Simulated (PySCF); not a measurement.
## Ions at one geometry of TlI3(H2O)

PySCF 2.14.0, RKS PBE0, Tl def2-SVP with ECP60, I def2-SVP with ECP28, O def2-SVP, H def2-SVP; non-relativistic Hamiltonian with scalar-relativistic core potentials where named; density fitting; no spin-orbit coupling; singlets restricted, open shells unrestricted. The geometry is relaxed for charge 0, singlet, vacuum:

```xyz
7

Tl    0.0260    0.1577   -0.1577
I     1.2807    2.1360    1.2492
I    -2.2730   -0.9183    0.9183
I     1.2807   -1.2492   -2.1360
O    -1.3828    1.6327   -1.6327
H    -1.9727    2.1692   -1.0857
H    -1.9727    1.0857   -2.1692
```

Energies count from the relaxed state; an electron taken off or put on is at rest in vacuum. Charges and spins are Mulliken's.

```csv
state,energy (eV),spin squared,charge on Tl1 (e),spin on Tl1 (e),dipole about the centre of mass (D)
"charge 0, singlet, vacuum",0.00,0.00,0.41,0.00,3.62
"charge -1, doublet, vacuum",-2.02,0.75,0.26,0.33,3.79
```

What does the state charge +1, doublet, vacuum give?

energy (eV) 9.17, spin squared 0.75, charge on Tl1 (e) 0.41, spin on Tl1 (e) -0.07, dipole about the centre of mass (D) 3.40.

With an electron taken off (doublet) the charges change, summed by element, by Tl -0.00 e, I +0.97 e, O +0.00 e, H +0.03 e. The vertical ionisation energy is 9.17 eV, against −ε(HOMO) = 7.53 eV of the relaxed state. The level lies 1.6 eV too high, as is usual for semilocal functionals and global hybrids, which keep a self-interaction error.

With an electron put on (doublet) the charges change, summed by element, by Tl -0.15 e, I -0.81 e, O +0.01 e, H -0.05 e. The vertical electron affinity is 2.02 eV, against −ε(LUMO) = 3.61 eV of the relaxed state. The basis has no diffuse functions, which an added electron needs.

Open shells may have lower solutions than those found.

A frequency check found unstable modes (1, the lowest at -54 cm⁻¹), so the relaxed geometry is probably a saddle point.
